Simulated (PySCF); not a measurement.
Al(F)(OH)(OSiH3) (AlFH4O2Si), SMILES [F][Al]([O][SiH3])[OH].

Geometry optimised at PBE-D3(BJ)/def2-SVP. The structure was generated by enumeration; whether it is a known compound was not checked. Other conformers were not sampled.

Calculation: M06-2X/def2-TZVP in PySCF.

Gas-phase values at a fixed geometry.

```
Quantity                                                                                                        Value
---------------------------------------------------------------------------------------------  ----------------------
total energy                                                                                       -784.85923 hartree
highest occupied level                                                                                      -10.27 eV
lowest empty level                                                                                           -0.48 eV
orbital gap                                                                                                   9.79 eV
dipole moment                                                                                                  0.90 D
quadrupole, principal values (traceless, Buckingham form, about the centre of nuclear charge)  -11.50, 3.93, 7.57 D·Å
mean static polarisability                                                                       50.4 bohr³ (7.47 Å³)
polarisability, principal values                                                               45.0, 49.0, 57.3 bohr³
```
